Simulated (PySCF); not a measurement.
An excited-state job on `C(CC)#C[Si]1(CCC1)Cl`.

Method: TDDFT wB97X-D/def2-SVPD, vertical, gas phase, core orbitals frozen in the response (PySCF 2.14.0, density-fitted response routines). Geometry: PBE0-D3(BJ)/def2-SVP. A driver script takes a list of jobs; this job's settings line and coordinates (Å) are shown.

Input:
```
{"job": {"kind": "uv", "xc": "wB97X-D", "basis": "def2-SVPD", "ip": true}, "charge": 0, "multiplicity": 1}
C     -3.553592     0.374398     0.539467
C     -2.401804     1.244050     0.036987
C     -1.152623     0.514866    -0.119991
C     -0.116327    -0.116438    -0.247295
Si     1.441570    -1.036195    -0.437035
Cl     1.068077    -2.734312    -1.568876
C      2.456815    -1.226984     1.132883
C      3.220074     0.042645     0.658155
C      2.939375     0.013433    -0.871595
H     -3.315373    -0.068824     1.517159
H     -3.760976    -0.447090    -0.161396
H     -4.468413     0.975337     0.646802
H     -2.665824     1.699469    -0.933209
H     -2.231809     2.087253     0.728695
H      1.992754    -1.186971     2.127384
H      3.094951    -2.123047     1.071140
H      4.289717     0.054657     0.922913
H      2.765664     0.941343     1.104587
H      3.691779    -0.589033    -1.405274
H      2.834114     0.982643    -1.377238
```

Output:
```
coarse grid: 17672 points
cycle   1  E = -1022.3586543096  dE =  1.160e+00  |g| = 4.163e-01  |ddm| = 8.994e+00
cycle   2  E = -1022.3885792200  dE = -2.992e-02  |g| = 2.980e-01  |ddm| = 2.055e+00
cycle   3  E = -1022.4094931041  dE = -2.091e-02  |g| = 7.590e-02  |ddm| = 7.963e-01
cycle   4  E = -1022.4105484696  dE = -1.055e-03  |g| = 4.501e-02  |ddm| = 1.921e-01
cycle   5  E = -1022.4110657396  dE = -5.173e-04  |g| = 4.021e-03  |ddm| = 1.115e-01
cycle   6  E = -1022.4110714245  dE = -5.685e-06  |g| = 1.557e-03  |ddm| = 1.771e-02
final grid: 161224 points
cycle   7  E = -1022.5509706193  dE = -1.273e-04  |g| = 5.469e-03  |ddm| = 2.017e-01
cycle   8  E = -1022.5509748717  dE = -4.252e-06  |g| = 3.946e-03  |ddm| = 2.791e-02
cycle   9  E = -1022.5509787772  dE = -3.905e-06  |g| = 5.989e-04  |ddm| = 7.659e-03
cycle  10  E = -1022.5509788751  dE = -9.790e-08  |g| = 3.307e-04  |ddm| = 2.465e-03
cycle  11  E = -1022.5509788996  dE = -2.456e-08  |g| = 1.235e-04  |ddm| = 8.573e-04
cycle  12  E = -1022.5509789037  dE = -4.115e-09  |g| = 2.802e-05  |ddm| = 2.985e-04
cycle  13  E = -1022.5509789041  dE = -3.733e-10  |g| = 7.160e-06  |ddm| = 1.234e-04
converged SCF energy = -1022.5509789041

Static polarisability (au): isotropic 121.503, principal 97.762 115.098 151.650

Singlet excitations
state   eV       nm        f      main configurations
  1   5.7827    214.4   0.00033   H->L 0.57, H-1->L+1 0.18
  2   6.0294    205.6   0.00234   H-1->L+1 0.30, H-1->L 0.21, H->L+1 0.18
  3   6.0543    204.8   0.00995   H-1->L+1 0.32, H->L+1 0.21, H-1->L 0.17
  4   7.2362    171.3   0.00719   H-3->L 0.62, H->L 0.11
  5   7.2439    171.2   0.03148   H-2->L 0.63, H-1->L 0.13
  6   7.4131    167.3   0.00792   H-2->L+1 0.73
  7   7.5139    165.0   0.19866   H->L+2 0.42, H->L+1 0.21
  8   7.5677    163.8   0.43044   H->L+2 0.24, H-3->L+1 0.22, H->L+1 0.21
  9   7.6462    162.2   0.01704   H-1->L+2 0.67
 10   8.1149    152.8   0.49322   H-3->L+1 0.28, H-1->L 0.17, H-4->L 0.10

Triplet excitations (Tamm-Dancoff, eV): 4.8907 5.3518 5.3614 5.8290
Vertical ionisation energy (delta-SCF) = 9.4947 eV
```

The SCF starts on a coarse grid where the log names one; the energy can jump when the final grid takes over, and dE then counts from the start density on the new grid. H and L stand for HOMO and LUMO; the number after each pair is its weight.

Q: Give the mean polarisability as a volume in Å³, and the ratio of the largest to the smallest principal value.

A: 121.503 au × 0.148185 = 18.00 Å³; 151.650/97.762 = 1.55.

Main results: HOMO -9.44 eV, LUMO 1.51 eV; lowest singlet 5.78 eV; lowest triplet 4.89 eV (Tamm–Dancoff); mean polarisability 121.5 au.

Q: Estimate the wall time. Hardware: Arm Neoverse N1, one thread, no GPU, on a shared host.

A: About 14 min.

One conformer stands for the species.
Labels such as C1 count atoms from 1, the log's own numbers from 0.

wB97X-D is run here without its empirical dispersion term; that term would change no orbital, density or response property at a fixed geometry.
